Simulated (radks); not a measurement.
Removal energies from the indium ion In6+, [Kr] 4d(3/2: 4, 5/2: 3), by Delta-SCF beside the eigenvalue of the level emptied. All-electron calculation, Dirac Kohn-Sham, PBE, spin-unpolarised, spherical densities, finite nucleus; Fermi nuclear charge, rms radius of each element as measured or else 0.836 A^(1/3) + 0.57 fm. Program: a radial shooting solver on a logarithmic mesh with Libxc functionals. Sub-shells are occupied by j as written (lower j first in brackets).

removed from                                  final configuration  Delta-SCF (eV)  -eigenvalue (eV)
4d5/2                                     [Kr] 4d(3/2: 4, 5/2: 2)          112.42            102.35
4d3/2                                     [Kr] 4d(3/2: 3, 5/2: 3)          113.56            103.43
4p3/2         [Ar] 3d10 4s2 4p(1/2: 2, 3/2: 3) 4d(3/2: 4, 5/2: 3)          174.71            163.54
4p1/2         [Ar] 3d10 4s2 4p(1/2: 1, 3/2: 4) 4d(3/2: 4, 5/2: 3)          182.01            170.61
